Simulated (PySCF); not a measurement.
## Computed properties of C₄H₄ClF, SMILES C(=C=C(Cl)C)F

C4H4ClF, SMILES CC(Cl)=C=CF. Coordinates come from a B3LYP-D3(BJ)/def2-SVP optimisation. The structure was generated by enumeration, and PubChem lists no compound with its InChIKey, so it may never have been made. One conformer was computed; it need not be the lowest. All values are computed for the isolated molecule unless a solvent is named; none is compared with measurement here.

**Structure.** All 24 harmonic modes at B3LYP-D3(BJ)/def2-SVP (PySCF) are real, so it is a minimum. With heavy atoms numbered as in [CH3:1][C:2]([Cl:3])=[C:4]=[CH:5][F:6], the shortest bond between them is C4–C5 at 1.309 Å and the longest C2–Cl3 at 1.770 Å.

**Vibrations.** The strongest infrared lines (harmonic, unscaled, degenerate partners summed) lie at 2086 cm⁻¹ (212 km/mol, C 99 %), 1093 cm⁻¹ (152 km/mol, C 52 %, H 41 %), 1116 cm⁻¹ (139 km/mol, C 69 %, F 24 %). The softest mode is at 109 cm⁻¹ and the zero-point energy is 42.6 kcal/mol.

**Electronic structure.** PBE0/def2-TZVP (PySCF) places the frontier levels at -7.70 and -0.73 eV, a gap of 6.97 eV, and gives a dipole moment of 2.04 D and a mean polarisability of 65.1 bohr³. PBE/def2-TZVP (PySCF) at the same geometry gives -6.50 and -1.69 eV, so its gap is 2.16 eV narrower. An orbital gap is neither the optical nor the fundamental gap.

**Excitations.** TDDFT-PBE0/def2-SVPD (PySCF) has S1 at 5.20 eV (239 nm, f = 0.001, dark); the most intense of the 10 singlets computed lies at 7.05 eV (f = 0.65). T1 (TDA) is at 4.03 eV. TDDFT-PBE/def2-SVPD (PySCF) puts S1 at 4.94 eV. No vertical singlet excitation falls in the visible range (under 3.1 eV).

**NMR.** GIAO shifts at B3LYP/pcSseg-1 (PySCF) (non-relativistic, atoms alike by connectivity averaged): ¹³C from 31.6 to 204.8 ppm against TMS; ¹H from 2.5 to 7.6 ppm against TMS; ¹⁹F at -148.4 ppm against CFCl3. Without spin–orbit terms, shifts of atoms bonded to Cl or Br come out too high.

**Solvation.** SMD-M06-2X/6-31G* (PySCF) gives 0.2 kcal/mol in water, -3.8 kcal/mol in 2-propanol, -4.3 kcal/mol in acetone (1 M in both phases, gas-phase geometry).
